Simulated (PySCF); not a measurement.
Spinor energies of Lu⁵⁷⁺ (lutetium, charge +57)

Start: [Ne] 3s2 3p2; 3p1/2 filled at m_j = -1/2, +1/2. Calculated with PySCF 2.14 in an even-tempered Gaussian basis (18 s from 17 bohr⁻², ratio 2.4; 14 p from 22 bohr⁻², ratio 2.4; 4 d from 75 bohr⁻², ratio 2.6; 4 f from 110 bohr⁻², ratio 2.6): generalised Hartree-Fock with the X2C-1e Hamiltonian and a Gaussian nucleus; one run each with spin-orbit coupling (SO) switched off, then screened by Boettger's factors.

| spinor shell | electrons | ε, spin-free (eV) | ε, screened SO (eV) | weight of nominal j (screened SO) | rms radius, screened SO (bohr) |
| --- | --- | --- | --- | --- | --- |
| 1s1/2 | 2 | -68130.7 | -68101.1 | 1.000 | 0.0219 |
| 2s1/2 | 2 | -15226.6 | -15213.5 | 1.000 | 0.0871 |
| 2p1/2 | 2 | -13932.1 | -14749.4 | 1.000 | 0.0740 |
| 2p3/2 | 4 | -13932.1 | -13582.6 | 1.000 | 0.0809 |
| 3s1/2 | 2 | -6105.9 | -6100.5 | 1.000 | 0.209 |
| 3p1/2 | 2 | -5747.2 | -5943.8 | 1.000 | 0.198 |

```csv
quantity,spin-free,screened SO
E (hartree),-10984.27286,-11010.87653
M_J,0,0
⟨J²⟩,2.000,0.000
⟨L²⟩,2.000,1.349
⟨S²⟩,2.000,1.349
```

Breit and QED terms are absent; they matter most for the inner s and p1/2 levels.

Densities and radii are taken from the X2C orbitals without a picture-change correction, which distorts them close to the nucleus.

Without spin-orbit coupling the j labels of p, d and f shells carry no meaning; the spin-free column gives the mean over the occupied spinors of each nl shell.
